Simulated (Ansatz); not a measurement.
`NCCS` and `BNCCN` differ in one atom or group.

Ansatz, PBE0-D4/def2-TZVP geometries, multiplicity 1. Each molecule was computed in one conformer, which needn't be the lowest.

| property | `NCCS` |
| --- | --- |
| size of the dipole moment (B3LYP/def2-TZVPP) / D | 2.03 |
| HOMO–LUMO gap (PBE/def2-TZVPP) / eV | 4.97 |
| HOMO energy (ωB97M-V/def2-TZVPP) / eV | -9.07 |
| size of the dipole moment (PBE/def2-TZVPP) / D | 1.99 |
| LUMO energy (B3LYP/def2-TZVPP) / eV | 0.22 |
| HOMO–LUMO gap (B3LYP/def2-TZVPP) / eV | 6.77 |

Q: What does the change do to each property? (Best estimate.)

A: Ansatz gave: 
| property | `BNCCN` | shift |
| --- | --- | --- |
| size of the dipole moment (B3LYP/def2-TZVPP) / D | 3.42 | 1.39 |
| HOMO–LUMO gap (PBE/def2-TZVPP) / eV | 5.22 | 0.25 |
| HOMO energy (ωB97M-V/def2-TZVPP) / eV | -9.60 | -0.53 |
| size of the dipole moment (PBE/def2-TZVPP) / D | 3.55 | 1.56 |
| LUMO energy (B3LYP/def2-TZVPP) / eV | 0.11 | -0.11 |
| HOMO–LUMO gap (B3LYP/def2-TZVPP) / eV | 7.10 | 0.33 |

With PBE0 the HOMO falls by 0.44 eV and the LUMO falls by 0.16 eV, so the gap widens by about 0.28 eV. PBE moves the HOMO by -0.42 eV and ωB97M-V by -0.53 eV. Dipoles are sizes alone; their direction can turn.

B3LYP here is the variant with VWN-RPA as its local correlation; programs differ in this.
